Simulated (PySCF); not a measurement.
H₆OSi₂, SMILES [SiH3]O[SiH3]. Geometry optimised at PBE0-D3(BJ)/def2-SVP.

Task: Give the equilibrium geometry at PBE0-D3(BJ)/def2-SVP (PySCF confirms it by a frequency run) as bond lengths and angles, and its point group. (The exact figures need the calculation; the answer reports its results.)

Result: point group C2v.
Atoms: Si1 O2 Si3 H4 H5 H6 H7 H8 H9. Bonded distances (Å): Si1–O2 1.656, Si1–H4 1.489, Si1–H5 1.495, Si1–H6 1.495, O2–Si3 1.656, Si3–H7 1.495, Si3–H8 1.489, Si3–H9 1.495. Bond angles (°): O2–Si1–H4 108.4, O2–Si1–H5 110.3, O2–Si1–H6 110.3, H4–Si1–H5 109.5, H4–Si1–H6 109.5, H5–Si1–H6 108.8, Si1–O2–Si3 147.1, O2–Si3–H7 110.3, O2–Si3–H8 108.4, O2–Si3–H9 110.3, H7–Si3–H8 109.5, H7–Si3–H9 108.8, H8–Si3–H9 109.5.
Charge 0, spin multiplicity 1.
